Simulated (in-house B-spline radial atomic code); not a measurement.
# PBEsol excitations of Zn²⁶⁺

Method: PBEsol. Computed with an all-electron radial atomic-structure program (B-spline basis): linear response of the closed shell [He] 2s2 with the functional's adiabatic kernel; non-relativistic, point nucleus, no spin-orbit coupling, no double excitations, S, P, D and F terms only.

Without relativity these are model numbers for so heavy an element.

Command:
```bash
python run_td.py task.json out
```
Settings (radii: box in bohr, nucleus in fm):
```
Z                        30
electrons                4
configuration            [He] 2s2
hamiltonian              nr
method                   pbesol
box_radius               4.55
intervals                48
```

Time taken, with all properties: 0.1 s on 1 thread of Arm Neoverse N1, with other jobs on the host.

The lowest states, in the order of their Tamm-Dancoff energies; the method's threshold (minus the highest occupied level) is 2582.85 eV. Labels give the largest channel, * marks a mixed state, and oscillator strengths are full-response dipole values. Semilocal kernels can invert the small singlet-triplet splittings of Rydberg terms. Energies in eV:

| state | full response | Tamm-Dancoff | oscillator strength |
| --- | --- | --- | --- |
| 2s → 2p 3P | ? | ? | - |
| 2s → 2p 1P | ? | ? | ? |
| 2s → 3s 3S | 1475.46 | 1475.47 | - |
| 2s → 3s 1S | 1486.08 | 1486.12 | - |
| 2s → 3p 3P | 1495.29 | 1495.31 | - |
| 2s → 3p 1P | 1498.93 | 1498.94 | 0.751 |
| 2s → 3d 3D | 1506.40 | 1506.48 | - |
| 2s → 3d 1D | 1516.40 | 1516.41 | - |
| 2s → 4s 3S | 1975.23 | 1975.24 | - |
| 2s → 4s 1S | 1978.52 | 1978.53 | - |

Q: Where does 2s → 2p 3P lie?

A: At 39.57 eV in full response, 44.48 eV in Tamm-Dancoff.

Q: Where does 2s → 2p 1P lie?

A: At 86.34 eV in full response, 90.03 eV in Tamm-Dancoff, oscillator strength 0.108.

Q: How large is the singlet-triplet splitting of 2s → 2p (P terms) in Tamm-Dancoff?

A: 45.6 eV, from the unrounded values.

Q: What polarisabilities and dispersion coefficient does the method give?

A: Dipole 0.01112 bohr³, quadrupole 6.236e-05 bohr⁵, C6 0.0003168 hartree·bohr⁶ for two such species.
